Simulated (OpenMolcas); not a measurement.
## 3d5 along the 23-electron sequence

* Program: OpenMolcas
* Method: SS-CASPT2, IPEA 0.25 Eh, imaginary shift 0.1 Eh
* Basis: ANO-RCC-VTZP
* Scalar Hamiltonian: DKH2, point nucleus
* Spin-orbit coupling: RASSI with atomic mean-field integrals over the reference wave functions, term energies averaged over their components

Active space for each ion: 5 electrons in 5 orbitals (3d); closed shells correlated by CASPT2: 3s 3p.

Computed levels in cm-1 above 6S 5/2:

```
                               Level   Fe3+   Co4+   Ni5+   Cu6+
                              4G 5/2  33330  38980  43260  47750
                              4G 7/2  33360  39030  43340  47880
                             4G 11/2  33370  39050  43360  47920
                              4G 9/2  33380  39060  43380  47950
                              4P 5/2  36850  43060  47610  52390
                              4P 3/2  36930  43200  47810  52690
                              4P 1/2  37020  43370  48050  53060
                              4D 7/2  40030  46750  51820  57220
                              4D 1/2  40110  46910  52050  57580
weight of 6S in the lowest level (%)    100    100    100    100
```

Measured, with the error of the calculation in %. Measured levels: Fe3+ from Corliss and Sugar, J. Phys. Chem. Ref. Data 11, 135 (1982); Co4+ from Sugar and Corliss, J. Phys. Chem. Ref. Data 10, 1097 (1981); Ni5+ from Corliss and Sugar, J. Phys. Chem. Ref. Data 10, 197 (1981); Cu6+ from the list in Gamrath, thesis, University of Mons (2023).

```tsv
Level	Fe3+	Co4+	Ni5+	Cu6+
4G 11/2	32246 (+3.5)	37218 (+4.9)	41921 (+3.4)	
4P 5/2	35254 (+4.5)	40753 (+5.7)	45884 (+3.8)	50732 (+3.3)
4P 3/2	35333 (+4.5)	40891 (+5.7)	46104 (+3.7)	51067 (+3.2)
4P 1/2	35407 (+4.6)	41024 (+5.7)	46325 (+3.7)	51407 (+3.2)
4D 7/2	38779 (+3.2)	44709 (+4.6)	50331 (+3.0)	55742 (+2.6)
4D 1/2	38897 (+3.1)	44908 (+4.5)		56210 (+2.4)
```

4G 5/2 changes by a factor of 1.43 over the same range, with steps per unit of Z of +5650, +4280, +4490 cm-1.

CASPT2 does not keep the components of a term degenerate, so their means are used; among the terms shown or strongly mixed into the levels shown the widest spread is 49 cm-1 (3d5 4G, Cu6+). Measured partners are found by configuration, term and J. A level has none where our copy of the source lacks it or the pairing is in doubt (some pairs that miss far off the trend of their configuration count as doubtful), and it then counts in no deviation. Levels of configurations outside the active space are missing.
